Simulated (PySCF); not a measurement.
A structure optimised at r2SCAN-D4/def2-TZVP, used in a PySCF frequency run:

```xyz
6

Mg     0.0000     0.0000    -0.1335
F      0.0000     0.0000    -1.8946
C      0.0000     0.0000     1.9371
H      0.8797     0.5079     2.3438
H      0.0000    -1.0158     2.3438
H     -0.8797     0.5079     2.3438
```

Write its SMILES, formula and point group.

[CH3][Mg][F], CH3FMg, C3v

What are its rotational constants (standard atomic weights)?

161.97, 3.8721, 3.8721 GHz
